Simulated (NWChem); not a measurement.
The numbers come from NWChem runs, not from measurements. System: AlP, charge 0, spin multiplicity 3, at a geometry optimised with UB3LYP/def2-SVP. The structure started from a generated list of species. Its SCF solution wasn't tested for a lower state. Level: UHF/def2-TZVP.

NWChem printed:

```
             Northwest Computational Chemistry Package (NWChem) 7.3.0
             --------------------------------------------------------

                                NWChem Input Module
                                -------------------

 Scaling coordinates for geometry "geometry" by  1.889725989
 (inverse scale =  0.529177249)

 Turning off AUTOSYM since
 SYMMETRY directive was detected!

                             Geometry "geometry" -> ""
                             -------------------------

 Output coordinates in angstroms (scale by  1.889725989 to convert to a.u.)

  No.       Tag          Charge          X              Y              Z
 ---- ---------------- ---------- -------------- -------------- --------------
    1 Al                  13.0000     0.00000000     0.00000000     1.19005300
    2 P                   15.0000     0.00000000     0.00000000    -1.03138000

 Effective nuclear repulsion energy (a.u.)      46.4518009568

            Nuclear Dipole moment (a.u.)
            ----------------------------
        X                 Y               Z
 ---------------- ---------------- ----------------
     0.0000000000     0.0000000000    -0.0000207870

      Symmetry information
      --------------------

 Group name             C2v
 Group number             16
 Group order               4
 No. of unique centers     2

      Symmetry unique atoms

     1    2


 Summary of "ao basis" -> "" (spherical)
 ------------------------------------------------------------------------------
       Tag                 Description            Shells   Functions and Types
 ---------------- ------------------------------  ------  ---------------------
 *                         def2-tzvp                  on all atoms

 Summary of "ao basis" -> "ao basis" (spherical)
 ------------------------------------------------------------------------------
       Tag                 Description            Shells   Functions and Types
 ---------------- ------------------------------  ------  ---------------------
 Al                        def2-tzvp                13       37   5s5p2d1f
 P                         def2-tzvp                13       37   5s5p2d1f

                                 NWChem SCF Module
                                 -----------------

  ao basis        = "ao basis"
  functions       =    74
  atoms           =     2
  alpha electrons =    15
  beta  electrons =    13
  charge          =   0.00
  wavefunction    = UHF
  use symmetry    = T
  symmetry adapt  = T

 Summary of "ao basis" -> "ao basis" (spherical)
 ------------------------------------------------------------------------------
       Tag                 Description            Shells   Functions and Types
 ---------------- ------------------------------  ------  ---------------------
 Al                        def2-tzvp                13       37   5s5p2d1f
 P                         def2-tzvp                13       37   5s5p2d1f

      Symmetry analysis of basis
      --------------------------

        a1         32
        a2          6
        b1         18
        b2         18

 Forming initial guess at       0.1s

   Symmetry analysis of molecular orbitals - initial alpha
   -------------------------------------------------------

  Numbering of irreducible representations:

     1 a1          2 a2          3 b1          4 b2

  Orbital symmetries:

     1 a1          2 a1          3 a1          4 b2          5 a1
     6 b1          7 a1          8 b2          9 a1         10 b1
    11 a1         12 a1         13 b2         14 a1         15 b1
    16 b2         17 b1         18 a1         19 a1         20 a2
    21 a1         22 b2         23 b1         24 a1         25 a1

   Symmetry analysis of molecular orbitals - initial beta
   ------------------------------------------------------

  Numbering of irreducible representations:

     1 a1          2 a2          3 b1          4 b2

  Orbital symmetries:

     1 a1          2 a1          3 a1          4 b2          5 a1
     6 b1          7 a1          8 b2          9 b1         10 a1
    11 a1         12 a1         13 b1         14 a1         15 b2
    16 b1         17 b2         18 a1         19 a1         20 a2
[...]
     4      0.335996  1 Al s                 54     -0.325404  2 P  pz
    57     -0.251421  2 P  pz                 3     -0.172852  1 Al s
    20      0.164541  1 Al pz

 Vector   15  Occ=1.000000D+00  E=-3.134120D-01  Symmetry=b1
              MO Center=  3.6D-15, -8.5D-16, -7.4D-01, r^2= 2.3D+00
   Bfn.  Coefficient  Atom+Function         Bfn.  Coefficient  Atom+Function
  ----- ------------  ---------------      ----- ------------  ---------------
    52      0.461283  2 P  px                55      0.360508  2 P  px
    49      0.190587  2 P  px                43     -0.159807  2 P  px

 Vector   16  Occ=0.000000D+00  E= 2.716851D-02  Symmetry=b2
              MO Center= -2.1D-14,  7.6D-15,  1.3D+00, r^2= 5.1D+00
   Bfn.  Coefficient  Atom+Function         Bfn.  Coefficient  Atom+Function
  ----- ------------  ---------------      ----- ------------  ---------------
    19      0.855333  1 Al py                56     -0.359470  2 P  py
    16      0.290437  1 Al py

 Vector   17  Occ=0.000000D+00  E= 4.062987D-02  Symmetry=b1
              MO Center= -1.6D-13, -3.5D-15,  1.3D+00, r^2= 5.3D+00
   Bfn.  Coefficient  Atom+Function         Bfn.  Coefficient  Atom+Function
  ----- ------------  ---------------      ----- ------------  ---------------
    18      0.859037  1 Al px                55     -0.387706  2 P  px
    15      0.270933  1 Al px

 Vector   18  Occ=0.000000D+00  E= 1.109373D-01  Symmetry=a1
              MO Center= -3.1D-14, -1.4D-15,  7.7D-01, r^2= 8.2D+00
   Bfn.  Coefficient  Atom+Function         Bfn.  Coefficient  Atom+Function
  ----- ------------  ---------------      ----- ------------  ---------------
    42      1.832929  2 P  s                 20      1.728184  1 Al pz
     5     -1.589936  1 Al s                 57      0.909208  2 P  pz
    17      0.181625  1 Al pz                54      0.171777  2 P  pz
    28     -0.151600  1 Al d  0

                     UHF Final Beta Molecular Orbital Analysis
                     -----------------------------------------

 Vector   11  Occ=1.000000D+00  E=-6.546365D-01  Symmetry=a1
              MO Center= -2.3D-16, -7.1D-15, -6.4D-01, r^2= 1.6D+00
   Bfn.  Coefficient  Atom+Function         Bfn.  Coefficient  Atom+Function
  ----- ------------  ---------------      ----- ------------  ---------------
    41      0.595737  2 P  s                 40     -0.393704  2 P  s
    42      0.358111  2 P  s                  4      0.250819  1 Al s

 Vector   12  Occ=1.000000D+00  E=-3.657660D-01  Symmetry=a1
              MO Center= -1.4D-15,  8.8D-16,  3.5D-01, r^2= 3.4D+00
   Bfn.  Coefficient  Atom+Function         Bfn.  Coefficient  Atom+Function
  ----- ------------  ---------------      ----- ------------  ---------------
     4      0.631884  1 Al s                  3     -0.319482  1 Al s
    41     -0.305166  2 P  s                  5      0.291970  1 Al s
    42     -0.268503  2 P  s                 40      0.191310  2 P  s
    54      0.161796  2 P  pz

 Vector   13  Occ=1.000000D+00  E=-2.779117D-01  Symmetry=b1
              MO Center=  2.0D-16, -1.7D-15, -5.0D-01, r^2= 2.8D+00
   Bfn.  Coefficient  Atom+Function         Bfn.  Coefficient  Atom+Function
  ----- ------------  ---------------      ----- ------------  ---------------
    52      0.384765  2 P  px                55      0.339504  2 P  px
    15      0.212306  1 Al px                18      0.201061  1 Al px
    49      0.170225  2 P  px

 Vector   14  Occ=0.000000D+00  E=-1.095367D-02  Symmetry=a1
              MO Center= -8.9D-15, -9.9D-14,  6.1D-01, r^2= 5.3D+00
   Bfn.  Coefficient  Atom+Function         Bfn.  Coefficient  Atom+Function
  ----- ------------  ---------------      ----- ------------  ---------------
     5      0.667362  1 Al s                 57     -0.472942  2 P  pz
    20      0.281084  1 Al pz                54     -0.258773  2 P  pz
    17      0.225514  1 Al pz

 Vector   15  Occ=0.000000D+00  E=-3.077546D-03  Symmetry=b2
              MO Center= -2.1D-16,  3.7D-13,  3.7D-01, r^2= 4.5D+00
   Bfn.  Coefficient  Atom+Function         Bfn.  Coefficient  Atom+Function
  ----- ------------  ---------------      ----- ------------  ---------------
    19      0.570067  1 Al py                16      0.239619  1 Al py
    56      0.231558  2 P  py                53      0.173654  2 P  py

 Vector   16  Occ=0.000000D+00  E= 5.165061D-02  Symmetry=b1
              MO Center=  1.2D-14,  5.6D-16,  9.3D-01, r^2= 5.7D+00
   Bfn.  Coefficient  Atom+Function         Bfn.  Coefficient  Atom+Function
  ----- ------------  ---------------      ----- ------------  ---------------
    18      0.863224  1 Al px                55     -0.516570  2 P  px
    15      0.257832  1 Al px                52     -0.159476  2 P  px

 center of mass
 --------------
 x =   0.00000000 y =   0.00000000 z =   0.00533920

 moments of inertia (a.u.)
 ------------------
         254.115768165819           0.000000000000           0.000000000000
           0.000000000000         254.115768165819           0.000000000000
           0.000000000000           0.000000000000           0.000000000000

  Mulliken analysis of the total density
  --------------------------------------

    Atom       Charge   Shell Charges
 -----------   ------   -------------------------------------------------------
    1 Al  13    12.71   2.00  0.66  1.32  1.09  0.59  2.91  2.28  0.82  0.55  0.34  0.05  0.09  0.02
    2 P   15    15.29   2.01  0.54  1.43  1.08  0.79  4.16  1.70  0.63  1.70  1.20  0.01  0.03  0.00

  Mulliken analysis of the alpha density
  --------------------------------------

    Atom       Charge   Shell Charges
 -----------   ------   -------------------------------------------------------
    1 Al  13     6.55   1.00  0.33  0.66  0.53  0.35  1.46  1.14  0.41  0.40  0.19  0.03  0.05  0.01
    2 P   15     8.45   1.00  0.27  0.72  0.54  0.41  2.10  0.83  0.43  1.30  0.82  0.01  0.02  0.00

   Mulliken analysis of the beta density
   -------------------------------------

    Atom       Charge   Shell Charges
 -----------   ------   -------------------------------------------------------
    1 Al  13     6.16   1.00  0.33  0.66  0.56  0.24  1.45  1.14  0.41  0.15  0.15  0.02  0.05  0.01
    2 P   15     6.84   1.00  0.27  0.72  0.54  0.37  2.06  0.87  0.20  0.41  0.39  0.00  0.02  0.00

   Mulliken analysis of the spin density
   -------------------------------------

    Atom       Charge   Shell Charges
 -----------   ------   -------------------------------------------------------
    1 Al  13     0.40  -0.00 -0.00  0.00 -0.02  0.11  0.01 -0.00 -0.00  0.25  0.03  0.02 -0.00  0.01
    2 P   15     1.60   0.00  0.00 -0.00 -0.01  0.04  0.05 -0.03  0.23  0.89  0.43  0.00  0.00  0.00

       Multipole analysis of the density wrt the origin
       ------------------------------------------------

     L   x y z        total         alpha         beta         nuclear
     -   - - -        -----         -----         ----         -------
     0   0 0 0     -0.000000    -15.000000    -13.000000     28.000000

     1   1 0 0      0.000000      0.000000      0.000000      0.000000
     1   0 1 0      0.000000      0.000000      0.000000      0.000000
     1   0 0 1      1.068091      1.064524      0.003588     -0.000021

     2   2 0 0    -21.645735    -11.679548     -9.966187      0.000000
     2   1 1 0      0.000000     -0.000000      0.000000      0.000000
     2   1 0 1      0.000000      0.000000      0.000000      0.000000
     2   0 2 0    -18.212037    -11.934562     -6.277475      0.000000
     2   0 1 1     -0.000000      0.000000     -0.000000      0.000000
     2   0 0 2    -19.250082    -80.400004    -61.577240    122.727162

 Task  times  cpu:        1.4s     wall:        1.4s

 Total times  cpu:        1.4s     wall:        1.4s
```

Task: Write an NWChem input that would produce this output.

Result: This is not unique; one that fits is 
```
start mol
memory heap 200 mb stack 900 mb global 1100 mb
geometry units angstroms nocenter noautoz
  Al     0.000000     0.000000     1.190053
  P      0.000000     0.000000    -1.031380
  symmetry group C2v
end
basis spherical
  * library def2-tzvp
end
scf
  uhf
  nopen 2
  maxiter 100
  thresh 1e-7
  semidirect memsize 60000000 filesize 0
  # guess.movecs holds the orbitals of an unrestricted PBE0 run
  vectors input guess.movecs output mol.movecs
end
task scf energy
```
